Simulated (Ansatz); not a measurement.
Compare A (`O[SiH]1NCS1`) with its isomer B (`C=N[SiH](O)S`).

Computed with Ansatz on PBE0-D4/def2-TZVP structures; ΔE is electronic, products minus reactants. CCSD(T)/CBS is the MP2 limit (def2-TZVPP, def2-QZVPP) plus CCSD(T) − MP2 in def2-TZVPP, frozen cores. Functionals use def2-TZVPP. B3LYP here is the variant with VWN-RPA as its local correlation; programs differ in this. Each species was taken in one conformer, which may not be the lowest.

A:

Z-matrix (Å, degrees):
```
Si
N 1 1.709
O 1 1.634 2 118.4
S 1 2.135 2 82.1 3 -118.2
H 1 1.479 2 118.4 3 123.9
C 2 1.451 1 101.5 3 122.9
H 2 1.005 1 134.6 3 -81.6
H 3 0.960 1 116.2 2 -50.6
H 6 1.093 2 113.8 1 110.8
H 6 1.094 2 113.8 1 -122.7
```

B:

```xyz
10

C     0.647    1.556    1.188
N     0.283    0.361    1.042
Si   -0.078   -0.384   -0.481
O     0.895   -1.674   -0.724
S    -2.136   -0.890   -0.274
H     0.775    2.270    0.360
H     0.860    1.951    2.188
H     0.159    0.486   -1.659
H     0.839   -2.388   -0.085
H    -2.243   -1.289   -1.554
```

Question: Which isomer does CCSD(T)/CBS put lower? Give the gap. (Estimate.)

Answer: Ansatz gave: A, by 30.8 kJ/mol.

Question: Give E(B) − E(A) in kJ/mol with ωB97M-V, B3LYP, PBE0-D4, B2PLYP, HF/def2-TZVPP, PBE-D4, r2SCAN-D4. (An estimate is asked.)

Answer: The calculation gave: ωB97M-V 32.9, B3LYP 15.3, PBE0-D4 44.8, B2PLYP 21.4, HF/def2-TZVPP 4.9, PBE-D4 36.0, r2SCAN-D4 31.7. None reverses the order clearly.

Largest T1 diagnostic: 0.013.

In def2-TZVPP, CCSD(T) changes the Hartree–Fock value by +20.5 kJ/mol (the triples alone add +0.7 kJ/mol) and MP2 by +31.9 kJ/mol. From PBE to PBE0 (25 % exact exchange), in def2-TZVPP and without D4, E(B) − E(A) moves by +9.2 kJ/mol.
